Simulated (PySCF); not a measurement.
# Correlation energy of Pt²⁺ (platinum, charge +2)

[Xe] 4f14 5d7 6s1, high-spin 5F determinant (an excited configuration). All numbers are calculated (PySCF 2.14, the spin-free X2C one-electron Hamiltonian (Gaussian nucleus), in ANO-RCC-VTZP (8s7p5d3f1g, 84 functions)). Frozen: [Kr] 4d10 4f14; 16 electrons correlated.

| level | correlation energy (mhartree) |
| --- | --- |
| CCSD | -407.64 |
| (T) | -9.01 |
| CCSD(T) | -416.65 |

Diagnostics: T1 = 0.0059, D1 = 0.0186, largest double amplitude 0.021.

Spin-orbit coupling, absent here, splits the open shell strongly.

Cost of the coupled-cluster step: of the order of 12 core-seconds, for 16 correlated electrons.
